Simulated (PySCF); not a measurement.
arsine cation (AsH3), SMILES [AsH3] (connectivity only; charge and spin as stated), charge +1, multiplicity 2. Atoms are numbered in the order given.

```xyz
4

As     0.0000     0.0000     0.0343
H     -1.2443    -0.7184    -0.3775
H      0.0000     1.4368    -0.3775
H      1.2443    -0.7184    -0.3775
```
Charge +1, spin multiplicity 2.

The structure is a stationary point at r2SCAN-D4/def2-TZVPD. The multiplicity is an assumed one; other spin states were not compared.

Calculation: CAM-B3LYP/def2-TZVPD (PySCF).

Mulliken values depend strongly on the basis, most of all with diffuse functions as here. ESP charges are fitted to the potential on shells at 1.4 to 2.0 van der Waals radii. Atomic charges (e):

| atom | ESP fit | Mulliken | meta-Löwdin | Mulliken spin |
|---|---|---|---|---|
| As1 | 0.55 | 0.09 | 0.66 | 0.97 |
| H2 | 0.15 | 0.30 | 0.11 | 0.01 |
| H3 | 0.15 | 0.30 | 0.11 | 0.01 |
| H4 | 0.15 | 0.30 | 0.11 | 0.01 |
